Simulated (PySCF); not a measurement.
ISn (SMILES [Sn][I]), doublet, at a GFN2-xTB geometry (such geometries of metal compounds can be far from the true shape) (the spin is typed, not shown lowest) (core potentials on I, Sn); TPSS/def2-SVP (PySCF).

Input for PySCF:
```python
from pyscf import gto, scf, dft

mol = gto.M(
    atom='''
Sn   -0.00000000   -0.00000000   -1.39442545
I     0.00000000    0.00000000    1.31549570
''',
    basis='def2-svp',
    ecp={'I': 'def2-svp', 'Sn': 'def2-svp'},
    spin=1,
    verbose=4,
)

mf = dft.UKS(mol)
mf.xc = 'tpss'
mf.kernel()
```

What the program printed (banner, timings and long lists left out):

```
PySCF version 2.14.0

[INPUT] verbose = 4
[INPUT] num. atoms = 2
[INPUT] num. electrons = 47
[INPUT] charge = 0
[INPUT] spin (= nelec alpha-beta = 2S) = 1
[INPUT] symmetry False subgroup None
[INPUT] Mole.unit = angstrom
[INPUT] Symbol           X                Y                Z      unit          X                Y                Z       unit  Magmom
[INPUT]  1 Sn     0.000000000000   0.000000000000  -1.394425450000 AA    0.000000000000   0.000000000000  -2.635082201623 Bohr   0.0
[INPUT]  2 I      0.000000000000   0.000000000000   1.315495700000 AA    0.000000000000   0.000000000000   2.485926591043 Bohr   0.0

nuclear repulsion = 107.400713856933
number of shells = 20
number of NR pGTOs = 122
number of NR cGTOs = 52
basis = def2-svp
ecp = {'I': 'def2-svp', 'Sn': 'def2-svp'}

******** <class 'pyscf.dft.uks.UKS'> ********
method = UKS
initial guess = minao
damping factor = 0
level_shift factor = 0
DIIS = <class 'pyscf.scf.diis.CDIIS'>
diis_start_cycle = 1
diis_space = 8
diis_damp = 0
SCF conv_tol = 1e-09
SCF conv_tol_grad = None
SCF max_cycles = 50
direct_scf = True
direct_scf_tol = 1e-13
number electrons alpha = 24  beta = 23
XC library pyscf.dft.libxc version 7.1.2
    S. Lehtola, C. Steigemann, M. J. T. Oliveira, and M. A. L. Marques,  SoftwareX 7, 1–5 (2018)
XC functionals = tpss
    J. Tao, J. P. Perdew, V. N. Staroverov, and G. E. Scuseria,  Phys. Rev. Lett. 91, 146401 (2003)
    J. P. Perdew, J. Tao, V. N. Staroverov, and G. E. Scuseria,  J. Chem. Phys. 120, 6898 (2004)
    J. Tao, J. P. Perdew, V. N. Staroverov, and G. E. Scuseria,  Phys. Rev. Lett. 91, 146401 (2003)
    J. P. Perdew, J. Tao, V. N. Staroverov, and G. E. Scuseria,  J. Chem. Phys. 120, 6898 (2004)
radial grids:
    Treutler-Ahlrichs [JCP 102, 346 (1995); DOI:10.1063/1.469408] (M4) radial grids

becke partition: Becke, JCP 88, 2547 (1988); DOI:10.1063/1.454033
pruning grids: <function nwchem_prune>
grids dens level: 3
symmetrized grids: False
atomic radii adjust function: <function treutler_atomic_radii_adjust>
small_rho_cutoff = 0
Set gradient conv threshold to 3.16228e-05
tot grids = 43920
init E= -458.17021598493

cycle= 1 E= -509.564408999259  delta_E= -51.4  |g|= 2.67  |ddm|= 7.72
cycle= 2 E= -506.105679896708  delta_E= 3.46  |g|= 2.55  |ddm|= 8.34
cycle= 3 E= -510.256309627988  delta_E= -4.15  |g|= 1.25  |ddm|= 7.56
cycle= 4 E= -511.812076132616  delta_E= -1.56  |g|= 0.188  |ddm|= 2.91
cycle= 5 E= -511.819545806382  delta_E= -0.00747  |g|= 0.113  |ddm|= 0.49
cycle= 6 E= -511.830777663176  delta_E= -0.0112  |g|= 0.0133  |ddm|= 0.223
cycle= 7 E= -511.830772240985  delta_E= 5.42e-06  |g|= 0.011  |ddm|= 0.0294
cycle= 8 E= -511.830891749274  delta_E= -0.00012  |g|= 0.00163  |ddm|= 0.0207
cycle= 9 E= -511.830894538758  delta_E= -2.79e-06  |g|= 0.00028  |ddm|= 0.00377
cycle= 10 E= -511.830894615599  delta_E= -7.68e-08  |g|= 5.64e-05  |ddm|= 0.000558
cycle= 11 E= -511.830894619728  delta_E= -4.13e-09  |g|= 1.21e-05  |ddm|= 0.000165
cycle= 12 E= -511.830894619922  delta_E= -1.94e-10  |g|= 2.13e-06  |ddm|= 3.41e-05
Extra cycle  E= -511.830894619914  delta_E= 7.28e-12  |g|= 3.49e-06  |ddm|= 1.06e-05
converged SCF energy = -511.830894619914  <S^2> = 0.75341279  2S+1 = 2.0034099
```
